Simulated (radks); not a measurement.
Problem. Radial electron density D(r) = 4 pi r^2 rho(r) of an atom or ion with 15 electrons. Calculated with a radial shooting solver on a logarithmic mesh with Libxc functionals: Dirac Kohn-Sham, PBE, spin-unpolarised, spherical densities, finite nucleus; Fermi nuclear charge, rms radius of each element as measured or else 0.836 A^(1/3) + 0.57 fm.

r (bohr),D(r) (e/bohr)
0.008693,1.985
0.01169,3.247
0.01559,5.079
0.02096,7.704
0.02795,10.93
0.03758,14.51
0.05013,17.35
0.06686,18.39
0.08989,16.88
0.1199,13.87
0.1612,12.02
0.215,13.57
0.2867,16.83
0.3855,17.12
0.5142,12.32
0.6913,5.950
0.922,2.970
1.23,2.908
1.653,2.638
2.205,1.366
2.965,0.3901
3.954,0.1025
5.316,0.01014
7.091,0.03568
9.457,0.1524
12.71,0.08635
16.96,0.009068
22.8,0.0001388

What is the nuclear charge?

Solution. Z = 16. The innermost maximum, from 1s, lies near gamma/Z bohr with gamma = sqrt(1 - (Z/c)^2) = 0.993, here 0.0621 bohr (found: 0.0653), and its height grows with Z. The density is that of the sulfur ion S+ in [Ne] 3s2 3p2 5p1; the configuration itself is not fixed sharply by these data, and Z only to about a unit. D(r) has 4 maxima, at r = 0.0653, 0.339, 1.35, 10.1 bohr, and minima at 0.164, 1.04 bohr, inside which lie 2.18, 10.40 electrons.
